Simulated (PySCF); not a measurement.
A series of related molecules.

All values: B3LYP/def2-SVPD (PySCF) at PBE0-D3(BJ)/def2-SVP geometries, gas phase, one conformer each. Core orbitals are frozen in the response; Δα² is half the sum of the squared differences of the principal polarisabilities.

Problem. Rank by dipole moment, highest first.
A. `[CH3:1][O:2][B:3]1[O:4][BH:5][O:6][BH:7][O:8]1` with C1–O2–B3–O4 179°
B. `[CH3:1][O:2][CH2:3][B:4]1[O:5][BH:6][O:7][BH:8][O:9]1` with C1–O2–C3–B4 76°, O2–C3–B4–O5 -2°
C. `[CH3:1][C:2](=[O:3])[NH:4][B:5]1[O:6][BH:7][O:8][BH:9][O:10]1` with C1–C2–N4–B5 -178°, C2–N4–B5–O6 179°
D. `[F:1][C:2]([F:3])([F:4])[S:5][B:6]1[O:7][BH:8][O:9][BH:10][O:11]1` with C2–S5–B6–O7 1°
E. `B1OB(N(C)C)OBO1`

Solution. C (3.67 D), E (2.23 D), A (1.77 D), D (1.41 D), B (1.04 D).

Problem. Rank by vertical ionisation energy (ΔSCF), highest first.
A. `COB1OBOBO1`
B. `CC(=O)NB1OBOBO1`
C. `CN(C)B1OBOBO1`
D. `[H]/N=C/B1OBOBO1`
E. `O1BOBOB1COC`

Solution. A (11.06 eV), D (10.15 eV), B (9.84 eV), E (9.52 eV), C (9.07 eV).

Problem. Rank by mean static polarisability, lowest first.
A. `[H]/N=C/B1OBOBO1`
B. `COCB1OBOBO1`
C. `c1cnccc1B1OBOBO1`
D. `C=NB1OBOBO1`
E. `FC(F)(F)OB1OBOBO1`
F. `CC(=O)NB1OBOBO1`

Solution. E (9.27 Å³), A (9.59 Å³), D (9.96 Å³), B (11.03 Å³), F (12.03 Å³), C (16.02 Å³).

All values together:

```json
{"SMILES": "C/N=C/B1OBOBO1", "formula": "C2H6B3NO3", "μ (D)": "1.67", "HOMO (eV)": "-7.18", "LUMO (eV)": "-2.02", "α (Å³)": "11.99", "Δα (Å³)": "7.11", "electrons": "64", "α per electron (Å³)": "0.187", "ΔSCF removal energy (eV)": "9.55"}
{"SMILES": "CC(=O)NB1OBOBO1", "formula": "C2H6B3NO4", "μ (D)": "3.67", "HOMO (eV)": "-7.48", "LUMO (eV)": "-0.87", "α (Å³)": "12.03", "Δα (Å³)": "6.14", "electrons": "72", "α per electron (Å³)": "0.167", "ΔSCF removal energy (eV)": "9.84"}
{"SMILES": "[SiH3]OB1OBOBO1", "formula": "B3H5O4Si", "μ (D)": "1.15", "HOMO (eV)": "-9.16", "LUMO (eV)": "-0.82", "α (Å³)": "11.00", "Δα (Å³)": "4.08", "electrons": "66", "α per electron (Å³)": "0.167", "ΔSCF removal energy (eV)": "–"}
{"SMILES": "C=NB1OBOBO1", "formula": "CH4B3NO3", "μ (D)": "2.38", "HOMO (eV)": "-7.44", "LUMO (eV)": "-1.50", "α (Å³)": "9.96", "Δα (Å³)": "5.87", "electrons": "56", "α per electron (Å³)": "0.178", "ΔSCF removal energy (eV)": "9.80"}
{"SMILES": "CN(C)B1OBOBO1", "formula": "C2H8B3NO3", "μ (D)": "2.23", "HOMO (eV)": "-6.93", "LUMO (eV)": "-0.49", "α (Å³)": "11.93", "Δα (Å³)": "5.38", "electrons": "66", "α per electron (Å³)": "0.181", "ΔSCF removal energy (eV)": "9.07"}
{"SMILES": "COB1OBOBO1", "formula": "CH5B3O4", "μ (D)": "1.77", "HOMO (eV)": "-8.78", "LUMO (eV)": "-0.74", "α (Å³)": "9.17", "Δα (Å³)": "3.99", "electrons": "58", "α per electron (Å³)": "0.158", "ΔSCF removal energy (eV)": "11.06"}
{"SMILES": "FC(F)(F)OB1OBOBO1", "formula": "CH2B3F3O4", "μ (D)": "1.49", "HOMO (eV)": "-9.86", "LUMO (eV)": "-1.22", "α (Å³)": "9.27", "Δα (Å³)": "3.59", "electrons": "82", "α per electron (Å³)": "0.113", "ΔSCF removal energy (eV)": "–"}
{"SMILES": "FC(F)(F)SB1OBOBO1", "formula": "CH2B3F3O3S", "μ (D)": "1.41", "HOMO (eV)": "-8.26", "LUMO (eV)": "-1.21", "α (Å³)": "11.89", "Δα (Å³)": "5.31", "electrons": "90", "α per electron (Å³)": "0.132", "ΔSCF removal energy (eV)": "–"}
{"SMILES": "COCB1OBOBO1", "formula": "C2H7B3O4", "μ (D)": "1.04", "HOMO (eV)": "-7.11", "LUMO (eV)": "-0.89", "α (Å³)": "11.03", "Δα (Å³)": "3.64", "electrons": "66", "α per electron (Å³)": "0.167", "ΔSCF removal energy (eV)": "9.52"}
{"SMILES": "B1OBOB(c2ccncc2)O1", "formula": "C5H6B3NO3", "μ (D)": "1.40", "HOMO (eV)": "-7.28", "LUMO (eV)": "-2.14", "α (Å³)": "16.02", "Δα (Å³)": "10.22", "electrons": "82", "α per electron (Å³)": "0.195", "ΔSCF removal energy (eV)": "–"}
{"SMILES": "[H]/N=C/B1OBOBO1", "formula": "CH4B3NO3", "μ (D)": "1.83", "HOMO (eV)": "-7.56", "LUMO (eV)": "-2.20", "α (Å³)": "9.59", "Δα (Å³)": "5.04", "electrons": "56", "α per electron (Å³)": "0.171", "ΔSCF removal energy (eV)": "10.15"}
```

Conformers: `[CH3:1]/[N:2]=[CH:3]/[B:4]1[O:5][BH:6][O:7][BH:8][O:9]1` with N2–C3–B4–O5 -179°; `[CH3:1][C:2](=[O:3])[NH:4][B:5]1[O:6][BH:7][O:8][BH:9][O:10]1` with C1–C2–N4–B5 -178°, C2–N4–B5–O6 179°; `[SiH3:1][O:2][B:3]1[O:4][BH:5][O:6][BH:7][O:8]1` with Si1–O2–B3–O4 1°; `[CH2:1]=[N:2][B:3]1[O:4][BH:5][O:6][BH:7][O:8]1` with C1–N2–B3–O4 92°; `[CH3:1][O:2][B:3]1[O:4][BH:5][O:6][BH:7][O:8]1` with C1–O2–B3–O4 179°; `[F:1][C:2]([F:3])([F:4])[O:5][B:6]1[O:7][BH:8][O:9][BH:10][O:11]1` with C2–O5–B6–O7 179°; `[F:1][C:2]([F:3])([F:4])[S:5][B:6]1[O:7][BH:8][O:9][BH:10][O:11]1` with C2–S5–B6–O7 1°; `[CH3:1][O:2][CH2:3][B:4]1[O:5][BH:6][O:7][BH:8][O:9]1` with C1–O2–C3–B4 76°, O2–C3–B4–O5 -2°; `[BH:1]1[O:2][BH:3][O:4][B:5]([c:6]2[cH:7][cH:8][n:9][cH:10][cH:11]2)[O:12]1` with O4–B5–C6–C7 179°; `[H]/[N:1]=[CH:2]/[B:3]1[O:4][BH:5][O:6][BH:7][O:8]1` with N1–C2–B3–O4 1°.

A dash marks a removal energy that wasn't run or isn't settled.

Problem. By how much does the ΔSCF value exceed −ε(HOMO) over the species that have both?

Solution. By 2.15 to 2.60 eV, 2.36 eV on average, over 7 species.
